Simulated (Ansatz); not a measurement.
```yaml
crystal:
  periodic: [false, false, false]
  atoms:
    - {symbol: Si, position_ang: [-1.989932, -1.773422, 0.029236]}
    - {symbol: Si, position_ang: [2.039321, -1.631133, 0.681823]}
    - {symbol: Si, position_ang: [-1.550819, 0.101867, -1.299721]}
    - {symbol: Si, position_ang: [-0.960086, -1.300034, 2.203125]}
    - {symbol: Si, position_ang: [1.862840, 1.480675, -1.657266]}
    - {symbol: Si, position_ang: [0.718475, 1.735748, 0.528052]}
    - {symbol: Si, position_ang: [0.981739, -0.090891, 1.982357]}
    - {symbol: Si, position_ang: [-1.410510, 1.935141, -0.244256]}
    - {symbol: Si, position_ang: [0.349377, 0.030557, -2.842334]}
    - {symbol: H, position_ang: [-1.368639, -2.851837, -0.655482]}
    - {symbol: H, position_ang: [3.132098, 1.048998, -1.145616]}
    - {symbol: H, position_ang: [-1.326195, 3.255043, -0.982027]}
    - {symbol: H, position_ang: [1.462977, 0.482176, 3.261004]}
    - {symbol: H, position_ang: [3.327759, -1.199820, 0.330657]}
    - {symbol: H, position_ang: [0.189288, 0.513258, -4.112136]}
    - {symbol: H, position_ang: [-1.998871, -0.294807, 3.004916]}
    - {symbol: H, position_ang: [1.168817, 3.276352, 1.297043]}
    - {symbol: H, position_ang: [-2.710265, 0.007529, -2.016400]}
    - {symbol: H, position_ang: [-3.275425, -2.150529, -0.015812]}
    - {symbol: H, position_ang: [1.668039, 2.743567, -2.476710]}
    - {symbol: H, position_ang: [-2.415163, 2.162037, 1.303394]}
    - {symbol: H, position_ang: [0.790576, -1.449898, -2.801639]}
    - {symbol: H, position_ang: [-0.657826, -2.517141, 2.948182]}
    - {symbol: H, position_ang: [1.941537, -3.163041, 1.183138]}
basis:
  gaussian: {orbitals: 6-31G}
magnetization: {spin_polarized: true, initial_magnetization: 1}
hamiltonian: {xc: {name: PBE-QIDH}}
scf: {omitted_lower_state_checks: [starts]}
output: {forces: true}
```

```sh
$ ansatz run in.yaml --threads 6 --pin off --events-out ev --progress --plain --max-ram 7833MiB
```

Shortened log:

```
Functional definition: PBE-QIDH
1740 factors; integrals over basis functions are off by at most 1.9e-4 eV
mean field evaluation 1: about -71063.8869 eV, gradient 9.7e0 eV
mean field evaluation 2: about -71063.8925 eV, gradient 9.6e0 eV
mean field evaluation 4: about -71065.2319 eV, gradient 1.6e0 eV
mean field evaluation 8: about -71065.2605 eV, gradient 6.8e-2 eV
mean field evaluation 16: about -71065.2606 eV, gradient 1.2e-4 eV
mean field -71065.26062307 eV, -2611.6001581343 hartree, gradient 4.8e-6 eV, S^2 0.754645; 0 other end points of the search recorded, 0 dependent functions left out
45 core orbitals not correlated: weight in the atoms' cores, before any rotation towards them, 1.000 or more for the frozen orbitals, at most 0.000 for the correlated occupied ones
reference -71065.26064323 eV, -2611.6001588751 hartree; 26, 25 occupied and 76, 77 virtual orbitals, 1740 factors
second order -15.51901826 eV of doubles, -0.00000000 eV of singles
Total energy: -71070.43364932 eV, -2611.7902633423 hartree
Atom 0 at    -1.989932    -1.773422     0.029236 Å, force     4.002837     1.904949     1.491388 eV/Å
Atom 1 at     2.039321    -1.631133     0.681823 Å, force    -1.012267    -2.340686     0.826931 eV/Å
Atom 2 at    -1.550819     0.101867    -1.299721 Å, force     1.547298    -2.631687    -1.310244 eV/Å
Atom 3 at    -0.960086    -1.300034     2.203125 Å, force    -2.648564     1.579604     0.263836 eV/Å
Atom 4 at     1.862840     1.480675    -1.657266 Å, force    -2.049397     0.269289     0.488292 eV/Å
Atom 5 at     0.718475     1.735748     0.528052 Å, force     1.663103     2.694952     0.550206 eV/Å
Atom 6 at     0.981739    -0.090891     1.982357 Å, force    -0.190547     0.577403    -0.281875 eV/Å
Atom 7 at    -1.410510     1.935141    -0.244256 Å, force    -1.653001     4.024452     4.429724 eV/Å
Atom 8 at     0.349377     0.030557    -2.842334 Å, force     0.763872    -1.978791     4.016769 eV/Å
Atom 9 at    -1.368639    -2.851837    -0.655482 Å, force     1.124153    -1.350519    -0.631824 eV/Å
Atom 10 at     3.132098     1.048998    -1.145616 Å, force     1.456225    -0.274924    -0.356181 eV/Å
Atom 11 at    -1.326195     3.255043    -0.982027 Å, force    -0.417318    -0.275514    -0.088528 eV/Å
Atom 12 at     1.462977     0.482176     3.261004 Å, force     0.334117    -0.203016     0.369640 eV/Å
Atom 13 at     3.327759    -1.199820     0.330657 Å, force     2.062949     0.274792    -0.725388 eV/Å
Atom 14 at     0.189288     0.513258    -4.112136 Å, force    -0.614657     0.997424    -2.848613 eV/Å
Atom 15 at    -1.998871    -0.294807     3.004916 Å, force     0.988999    -1.396014    -0.782951 eV/Å
Atom 16 at     1.168817     3.276352     1.297043 Å, force    -0.529412    -2.324536    -1.054570 eV/Å
Atom 17 at    -2.710265     0.007529    -2.016400 Å, force    -2.758390     0.012492    -2.108234 eV/Å
Atom 18 at    -3.275425    -2.150529    -0.015812 Å, force    -4.022698    -0.618981     0.207496 eV/Å
Atom 19 at     1.668039     2.743567    -2.476710 Å, force     0.558297    -0.036812     0.388211 eV/Å
Atom 20 at    -2.415163     2.162037     1.303394 Å, force     1.306263    -0.420925    -2.600322 eV/Å
Atom 21 at     0.790576    -1.449898    -2.801639 Å, force    -0.122693     0.694920    -0.239966 eV/Å
Atom 22 at    -0.657826    -2.517141     2.948182 Å, force     0.032440    -0.657412     0.514380 eV/Å
Atom 23 at     1.941537    -3.163041     1.183138 Å, force     0.178391     1.479543    -0.518174 eV/Å
Dipole moment:     0.102844    -0.224260    -0.281267 e Å
Checks for a lower state left out: starts
```

It took 50 s on 6 threads of Intel Xeon on a shared host, peak host memory 1.1 GiB.

Correlated methods freeze 45 core orbitals.
